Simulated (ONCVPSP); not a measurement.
## LDA (Perdew-Wang 92) ONCV dataset for Mn, fully relativistic all-electron reference.

| Property | Result |
| --- | --- |
| Element | Mn (Z = 25) |
| Generator | ONCVPSP 4.0.1 |
| Type | optimised norm-conserving Vanderbilt (ONCV) |
| Functional | LDA (Perdew-Wang 92) |
| Relativity | fully relativistic |
| Frozen core | [Ne] |
| Valence charge | 15 |
| Reference configuration | 3s2 3p6 3d5.5 4s1.5 |
| Partial waves | 3s+4s: rc 1.65 bohr, ncon 4, nbas 8, qcut 6.5 1/bohr, 2 projectors; 3p: rc 1.20 bohr, ncon 4, nbas 7, qcut 10.5 1/bohr, 2 projectors, debl 0.6 Ha; 3d: rc 1.75 bohr, ncon 5, nbas 10, qcut 10 1/bohr, 2 projectors, debl 3.1 Ha |
| Local potential | polynomial inside 1.10 bohr (lpopt 3, dvloc0 0 Ha) |
| Core correction | polynomial model core, fcfact 0.6 |

Open shells are filled in proportion to 2j + 1.

In the p channel the program set the typed energies aside and used -1.904, 0.250 Ha (j = l + 1/2; the other j can differ).

- Cutoffs needed: 37 Ha and 42 Ha (the cutoffs (Ha) at which the residual kinetic energy of the hardest occupied pseudo-wave falls to 1 and 0.1 mHa per electron)
- Ghost test: no bound ghost flagged; no localised positive-energy state flagged
- Largest excitation error: +6.4 meV (all-electron minus pseudo) for 3s2 3p6 3d5 4s2, out of 4 test configurations
- rms error of d²Exc/dni dnj: 8.58 mHa without and 5.01 mHa with the model core
